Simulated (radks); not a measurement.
Values are calculated unless marked as measured or tabulated.
How relativity changes the ionisation of the terbium ion Tb+ ([Xe] 4f9 6s1) to Tb2+ ([Xe] 4f9). Spin-unpolarised spherical Kohn-Sham, PBEsol, point nucleus unless stated (finite: rms radius 5.06 fm), a radial shooting solver on a logarithmic mesh with Libxc functionals. A level marked "c x" has the speed of light scaled by that factor and shares open shells by 2j + 1; other Dirac levels either fill j = l - 1/2 first or share by 2j + 1.

level,E(Tb+) (hartree),E(Tb2+) (hartree),IE (eV),HOMO,<r> HOMO (bohr)
non-rel.,-11225.9006,-11225.5089,10.658,6s,3.998
scalar-rel.,-11704.7861,-11704.3666,11.414,6s,3.751
"scalar-rel., finite nucleus",-11703.8645,-11703.4450,11.413,6s,3.751
"Dirac, 2j+1 shares",-11714.7078,-11714.2883,11.415,6s1/2,3.752
"Dirac, low j first",-11714.7696,-11714.3503,11.410,6s1/2,3.754
"Dirac, 2j+1 shares, finite nucleus",-11713.7804,-11713.3610,11.414,6s1/2,3.753
"Dirac, c x 0.75",-12194.4554,-12194.0027,12.318,4f7/2,0.9794
"Dirac, c x 1.5",-11429.1357,-11428.7331,10.955,6s1/2,3.896
"Dirac, c x 3",-11274.8792,-11274.4850,10.727,6s1/2,3.973

NIST Atomic Spectra Database: 11.51 eV (semi-empirical). The relativistic part of the total energy of Tb+ is -487.9 hartree (Dirac, 2j+1 shares, finite nucleus), 4.3 % of the non-relativistic value. Spin polarisation and multiplet splitting of open shells are left out at every level.

Beside tabulated values, note that relativity, absent from the non-relativistic runs, is large for the heavy elements, and spin-unpolarised runs miss the spin-polarisation part of the exchange energy of open shells.
